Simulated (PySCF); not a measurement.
Compound: H₇OPSi₂.
Structure used (PBE0-D3(BJ)/def2-SVP), in Å, numbered top down from 1:
```xyz
11
H7OPSi2 angstrom
Si    -1.9934   -0.6357    0.2504
O     -0.8765    0.4462   -0.3315
Si     0.6662    1.0123   -0.1079
P      2.0707   -0.7468    0.1348
H     -3.2220   -0.5240   -0.5836
H     -1.4547   -2.0267    0.1680
H     -2.3237   -0.3254    1.6741
H      0.7546    1.8133    1.1520
H      0.9982    1.8835   -1.2706
H      2.1648   -0.9969   -1.2687
H      3.2211    0.1029    0.1576
```

Theory: PySCF, PBE0-D3(BJ)/def2-SVP geometry optimisation, gas phase.

Take the most abundant isotopes and a rigid rotor. The values belong to one conformer with, in the numbering `[SiH3:1][O:2][SiH2:3][PH2:4]`, Si1–O2–Si3–P4 47°, O2–Si3–P4–H 81° and 175°.

**Question.** What are A, B and C (MHz)?

**Answer.** Ia = 84.22, Ib = 311.94, Ic = 377.09 u·Å²; 505379 MHz·u·Å²/I gives A = 6001, B = 1620, C = 1340 MHz.

**Question.** What kind of rotor is it?

**Answer.** An asymmetric top. Ray's parameter κ = (2B − A − C)/(A − C) = -0.880; −1 is the prolate and +1 the oblate limit.

**Question.** What does the inertial defect say?

**Answer.** Not planar: Δ = Ic − Ia − Ib = -19.07 u·Å². For a rigid frame Δ = −2 Σ m c², so Σ m c² = 9.53 u·Å² lies off the ab plane: 7.99 from hydrogen and 1.54 from heavier atoms. The atom farthest from that plane is 1.51 Å away.

**Question.** List the rotational levels J(Ka,Kc) to J = 3 (cm⁻¹).

**Answer.** Above 0(0,0):
J = 1: 1(0,1) 0.0987, 1(1,1) 0.2449, 1(1,0) 0.2542
J = 2: 2(0,2) 0.2958, 2(1,2) 0.4330, 2(1,1) 0.4610, 2(2,1) 0.8994, 2(2,0) 0.8999
J = 3: 3(0,3) 0.5903, 3(1,3) 0.7150, 3(1,2) 0.7710, 3(2,2) 1.1957, 3(2,1) 1.1978, 3(3,1) 1.9499, 3(3,0) 1.9499
Those of J = 1 are B + C, A + C and A + B.

**Question.** Which types of transition are allowed, and where do some lines up to J = 5 fall?

**Answer.** The dipole components are |μa| = 0.35 D, |μb| = 0.35 D, |μc| = 0.20 D. The squared components, which scale the intensities, stand as 1.00 : 0.99 : 0.31 (a : b : c). Some lines, for components of 0.1 D or more:

```
type  branch         J(Ka,Kc)    MHz  lower level (cm⁻¹)
   a       Q  3(1,2) ← 3(1,3)   1679               0.715
   c       Q  2(1,2) ← 2(0,2)   4114               0.296
   b       R  2(1,2) ← 1(0,1)  10022               0.099
   b       Q  2(2,1) ← 2(1,2)  13982               0.433
   a       R  5(3,3) ← 4(3,2)  14843               2.346
   a       R  5(1,4) ← 4(1,3)  15441               1.184
   c       R  4(1,3) ← 3(0,3)  17791               0.590
   c       R  2(2,1) ← 1(1,1)  19623               0.245
   c       R  5(1,4) ← 4(0,4)  21519               0.981
   b       R  3(2,2) ← 2(1,1)  22024               0.461
   c       Q  3(3,1) ← 3(2,1)  22547               1.198
   c       R  3(2,2) ← 2(1,2)  22863               0.433
   c       R  4(2,3) ← 3(1,3)  26241               0.715
   c       R  5(2,3) ← 4(1,3)  27406               1.184
   c       R  5(3,3) ← 4(2,3)  37490               1.590
   b       R  4(4,1) ← 3(3,0)  43489               1.950
```

**Question.** Estimate the classical rotational partition function at 200 K, 298.15 K and 500 K.

**Answer.** Point group C1, symmetry number σ = 1; q = (√π/σ)·√((kT/h)³/(ABC)), k/h = 20836.6 MHz/K: 132000 at 200 K, 240000 at 298.15 K, 522000 at 500 K.

Whether it is a minimum is left open (no frequencies). No vibrational averaging or centrifugal distortion is included, and the geometry carries the error of its method. A rigid rotor knows nothing of internal rotation, which can split or shift real lines.

Hardware: one thread of an Arm Neoverse V2 (shared host). Cost: 37 s of wall time. That covers the optimisation of the geometry.
